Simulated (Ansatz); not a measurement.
Calculation: frozen-core CCSD(T)/def2-TZVPP // B3LYP-D3(BJ)/def2-TZVP in Ansatz (an electronic-structure program).

Ansatz 0.2 input:
```yaml
crystal:
  periodic: [false, false, false]
  atoms:
    - { symbol: Cl, position_ang: [-1.849344, 1.223239, -0.033681] }
    - { symbol: Sn, position_ang: [-0.004344, -0.211919, -0.000487] }
    - { symbol: Cl, position_ang: [1.897918, 1.146252, 0.039124] }
    - { symbol: H, position_ang: [0.006331, -1.076012, -1.463659] }
    - { symbol: H, position_ang: [-0.050561, -1.081559, 1.458702] }
basis:
  gaussian: { orbitals: def2-TZVPP }
correlation:
  method: ccsd_t
```

Output:

```
Functional definition: HF
1110 factors; integrals over basis functions are off by at most 8.2e-4 eV
mean field evaluation 1: about -30846.0615 eV, gradient 2.0e1 eV
mean field evaluation 2: about -30846.1914 eV, gradient 2.0e1 eV
mean field evaluation 4: about -30847.5185 eV, gradient 1.7e0 eV
mean field evaluation 8: about -30847.5389 eV, gradient 1.4e-1 eV
mean field evaluation 16: about -30847.0990 eV, gradient 1.1e1 eV
mean field -30847.53902252 eV, -1133.6261498648 hartree, gradient 2.3e-6 eV, S^2 0.000000; 0 other end points of the search recorded, 0 dependent functions left out
14 core orbitals not correlated
reference -30847.53902252 eV, -1133.6261498648 hartree; 15, 15 occupied and 133, 133 virtual orbitals, 1110 factors
second order -19.03267163 eV of doubles, -0.00000000 eV of singles
cycle   1  -19.45709916 eV  change   -4.2e-1 eV  update   9.1e-2
cycle   2  -19.91106593 eV  change   -4.5e-1 eV  update   2.5e-2
cycle   3  -19.97928223 eV  change   -6.8e-2 eV  update   1.3e-2
cycle   4  -19.96879036 eV  change    1.0e-2 eV  update   3.0e-3
cycle   5  -19.96706212 eV  change    1.7e-3 eV  update   1.1e-3
cycle   6  -19.96728261 eV  change   -2.2e-4 eV  update   2.9e-4
cycle   7  -19.96723329 eV  change    4.9e-5 eV  update   9.7e-5
cycle   8  -19.96723273 eV  change    5.6e-7 eV  update   2.8e-5
perturbative correction -0.72216740 eV, -0.0265391624 hartree
Total energy: -30868.22842265 eV, -1134.3864712958 hartree
```

Cost: roughly 21 core-seconds.
